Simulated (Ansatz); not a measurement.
A made-up structure of GaH2Te, doublet:

```
atom    x (Å)    y (Å)    z (Å)
 Ga1  -0.4846  -0.7901   0.6139
 Te2   0.7406   0.9650  -0.7644
  H3   0.4192  -1.8950   1.3296
  H4  -1.8544  -0.8982   1.2868
```

It is relaxed with PBE-D4/def2-SVP and then PBE0-D4/def2-TZVP (Ansatz 0.2.0). Atoms count as bonded within 1.22 times the sum of their covalent radii (H–H: 0.88 Å). The end point is not checked to be a true minimum.

(1) Does its bonding change? (Judge from chemistry; the calculation decides.)

Answers

(1) By the calculation: No: no bond forms or breaks.

Where it ends: The first stage lowers the energy by 0.22 eV in 4 steps. It ends as GaH₂Te ([GaH2][Te]):
```
4
angstrom
Ga -0.3983 -0.8381 0.7731
Te 0.5853 0.9067 -0.7162
H 0.5513 -1.9676 1.2884
H -1.9176 -0.7193 1.1206
```

Labels in which every atom is bracketed show which atoms are joined, not bond orders.

For scale, one of the runs: PBE0-D4/def2-TZVP relaxation, 110 basis functions, launched by `ansatz run in.yaml --threads 2 --pin off --events-out ev --progress --plain --max-ram 4352MiB`. The run took about 20 s on 2 CPU threads of an Arm Neoverse V1 (shared host).
